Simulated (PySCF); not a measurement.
RbCl: from constants to spectrum

RHF-CCSD(T) constants of RbCl, ¹Σ⁺ (singlet), closed shell (basis Rb def2-SVP with ECP28, Cl def2-SVP; scalar-relativistic core potentials; PySCF 2.14; masses 84.9118 and 34.9689 u):

```
ωe              : 248.4 cm⁻¹
ωexe            : 0.738 cm⁻¹
Be              : 0.084852 cm⁻¹
αe              : 0.000391 cm⁻¹
D (centrifugal) : 3.96e-08 cm⁻¹
De to Rb + Cl   : 3.59 eV
```

**Question.** Give the vibrational terms G(v) and spacings up to v = 6.

**Answer.** G(v) = ωe(v+½) − ωexe(v+½)².

| v | G(v) (cm⁻¹) | G(v) − G(v−1) | Bv (cm⁻¹) |
| --- | --- | --- | --- |
| 0 | 124.0 |  | 0.08466 |
| 1 | 370.9 | 246.9 | 0.08427 |
| 2 | 616.4 | 245.4 | 0.08387 |
| 3 | 860.4 | 244.0 | 0.08348 |
| 4 | 1102.9 | 242.5 | 0.08309 |
| 5 | 1343.9 | 241.0 | 0.08270 |
| 6 | 1583.4 | 239.5 | 0.08231 |

**Question.** How well does the Morse estimate ωe²/(4ωexe) reproduce De, and what is D0?

**Answer.** It gives 2.59 eV, 72 % of the computed De. D0 = De − G(0) = 3.59 − 0.02 = 3.57 eV.

Correlated steps freeze 5 core orbitals. Correlated levels converge slowly with the basis: in double zeta they bind strong bonds too weakly, by up to about 1 eV, and carry superposition errors of some tenths. Where the molecule has an RHF reference, its open-shell atoms are computed with UHF.
